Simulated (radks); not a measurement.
The mean radii <r> (bohr) of the occupied orbitals of an atom or ion are listed with their occupations. Calculated with a radial shooting solver on a logarithmic mesh with Libxc functionals: non-relativistic Kohn-Sham, PBE, spin-polarised, spherical densities, point nucleus.

| orbital | occ. | <r> |
|---|---|---|
| 1s up | 1 | 0.2709 |
| 1s down | 1 | 0.2705 |
| 2s up | 1 | 1.454 |
| 2s down | 1 | 1.477 |
| 2p up | 1 | 1.487 |

Name the element and its charge. Open shells, if any, are filled with parallel spins first.

Answer. Z = 6, carbon, charge +1: C+ in [He] 2s2 2p1. The 1s radius gives Z: for a bare nucleus <r> = 1.5/Z, 0.25 bohr for Z = 6, and screening makes it slightly larger (0.2709 here). The occupations add up to 5, and the charge is Z minus that.
